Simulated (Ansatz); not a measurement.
Series SbH2X: PBE-D4/def2-SVP single points in Ansatz on relaxed structures, gas phase. Core potentials for I, Sb, no spin–orbit coupling. Binding counts from free atoms in the multiplicity of their measured ground term, without zero-point energy. The structures are stationary points that may keep the symmetry of their start.

| species | atoms | state | geometry | HOMO (eV) | LUMO (eV) | gap (eV) | binding per atom (eV) | point group (within 0.1 Å) |
| --- | --- | --- | --- | --- | --- | --- | --- | --- |
| SbH2Br | 4 | singlet | r2SCAN-D4/def2-TZVP | -6.25 | -2.53 | 3.72 | 2.11 | Cs |
| SbH2Me (CH5Sb) | 7 | singlet | PBE0-D4/def2-TZVP | -5.92 | -0.65 | 5.27 | 3.08 | Cs |
| SbH2(SiH3) (SiSbH5) | 7 | singlet | r2SCAN-D4/def2-TZVP | -6.24 | -0.98 | 5.26 | 2.52 | – |
| SbH2(SMe) (CH5SSb) | 8 | singlet | PBE-D4/def2-TZVP | -5.30 | -1.70 | 3.59 | 3.11 | – |
| SbH2(OMe) (CH5OSb) | 8 | singlet | PBE0-D4/def2-TZVP | -5.55 | -1.65 | 3.90 | 3.26 | – |
| SbH2Et (C2H7Sb) | 10 | singlet | PBE0-D4/def2-SVP | -5.84 | -0.74 | 5.09 | 3.46 | – |
| SbH2(iPr) (C3H9Sb) | 13 | singlet | r2SCAN-D4/def2-SVP | -5.75 | -0.84 | 4.91 | 3.67 | Cs |
| SbH2(SiMe3) (C3H11SbSi) | 16 | singlet | B3LYP-D4/def2-SVP | -5.59 | -0.62 | 4.97 | 3.64 | – |

Estimate the rows for SbH2I (singlet, r2SCAN-D4/def2-TZVP geometry); SbH2Cl (singlet, PBE0-D4/def2-TZVP geometry); SbH2(vinyl) (C2H5Sb) (singlet, r2SCAN-D4/def2-TZVP geometry).


```json
{"species": "SbH2I", "atoms": "4", "state": "singlet", "geometry": "r2SCAN-D4/def2-TZVP", "HOMO (eV)": "-5.99", "LUMO (eV)": "-2.78", "gap (eV)": "3.22", "binding per atom (eV)": "2.00", "point group (within 0.1 Å)": "Cs"}
{"species": "SbH2Cl", "atoms": "4", "state": "singlet", "geometry": "PBE0-D4/def2-TZVP", "HOMO (eV)": "-6.35", "LUMO (eV)": "-2.27", "gap (eV)": "4.07", "binding per atom (eV)": "2.20", "point group (within 0.1 Å)": "Cs"}
{"species": "SbH2(vinyl) (C2H5Sb)", "atoms": "8", "state": "singlet", "geometry": "r2SCAN-D4/def2-TZVP", "HOMO (eV)": "-6.10", "LUMO (eV)": "-1.22", "gap (eV)": "4.88", "binding per atom (eV)": "3.54", "point group (within 0.1 Å)": "Cs"}
```

The gap (eV) runs from 3.22 (SbH2I) to 5.27 (SbH2Me).
